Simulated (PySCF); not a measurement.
# Telling isomers of C6H9N3 apart by NMR

[PySCF 2.14.0 with density-fitted response routines: geometry: GFN2-xTB; shieldings: GIAO PBE0/pcSseg-1; one conformer; no relativistic terms; no solvent model; equivalent nuclei averaged]

Scale: TMS for $^{1}$H (σ = 31.72 ppm), $^{13}$C (σ = 186.93 ppm) (reference shieldings calculated alike). Where no couplings were computed, multiplicities follow the n + 1 count of equivalent neighbours, and m marks all less simple cases (inequivalent or close neighbours, rings, F or P nearby). Shifts are as computed. Against solution values, carbons near 30 ppm lie about +3 ppm off and those near 130 ppm about +5 ppm. Of 1211 compounds with measured shifts, 218 miss one by over three times the rms of a fit or turn the order of signals round; such compounds aren't used in these exercises.

(1) Tabulate the signals of `C=CCn1cnnc1C`, `C=CCn1ncc(C)n1`, `CCc1cnnc(C)n1`, `CC(C)c1cncnn1` and their relative energies.

(2) What is the quickest way to tell C=CCn1cnnc1C from C=CCn1ncc(C)n1?

(3) What is the quickest way to tell CCc1cnnc(C)n1 from CC(C)c1cncnn1?

(4) What is the quickest way to tell C=CCn1cnnc1C from CCc1cnnc(C)n1?

Answers

(1) 
```tsv
SMILES	carbon types	δC	δH	E rel. (kcal/mol)
C=CCn1cnnc1C	1×C 2×CH 2×CH2 1×CH3	153.5, 146.1, 143.4, 125.8, 51.0, 13.1	7.71 (s, 1H), 5.97 (m, 1H), 5.68 (m, 1H), 5.58 (m, 1H), 4.51 (d, 2H), 2.49 (s, 3H)	6.0
C=CCn1ncc(C)n1	1×C 2×CH 2×CH2 1×CH3	149.1, 144.2, 138.1, 124.9, 61.0, 13.1	7.38 (s, 1H), 6.34 (m, 1H), 5.67 (m, 1H), 5.46 (m, 1H), 4.96 (d, 2H), 2.49 (s, 3H)	10.8
CCc1cnnc(C)n1	2×C 1×CH 1×CH2 2×CH3	172.2, 168.2, 153.5, 34.2, 27.1, 19.3	9.46 (s, 1H), 3.09 (s, 3H), 2.73 (q, 2H), 1.32 (t, 3H)	0.0
CC(C)c1cncnn1	1×C 3×CH 2×CH3	175.9, 162.0, 152.8, 37.8, 26.1	9.98 (s, 1H), 8.52 (s, 1H), 2.86 (sept, 1H), 1.60 (d, 6H)	6.2
```

Energies are electronic energies at PBE0/pcSseg-1 on these geometries, without zero-point or thermal terms, each for the one conformer computed, which needn't be the lowest.

(2) Both give the same number of carbon signals, with the same numbers of each carbon type, so the positions decide. The first has an allylic sp3 CH2 bonded to N at 51.0 ppm, the second an allylic sp3 CH2 bonded to N at 61.0 ppm. Their most deshielded carbons lie at 153.5 and 149.1 ppm.

(3) Count the carbon signals: 6 against 5. The first has an sp3 CH2 on an aromatic ring at 34.2 ppm, the second an sp3 CH on an aromatic ring at 37.8 ppm. Their most deshielded carbons lie at 172.2 and 175.9 ppm. In the proton spectra the most deshielded non-exchanging signals are 9.46 (s, 1H) and 9.98 (s, 1H).

(4) Both give the same number of carbon signals, but DEPT or the intensities differ. The first has a terminal =CH2 carbon at 125.8 ppm, the second a substituted aromatic carbon next to a ring nitrogen (C) at 172.2 ppm. Their most deshielded carbons lie at 153.5 and 172.2 ppm. In the proton spectra the most deshielded non-exchanging signals are 7.71 (s, 1H) and 9.46 (s, 1H).
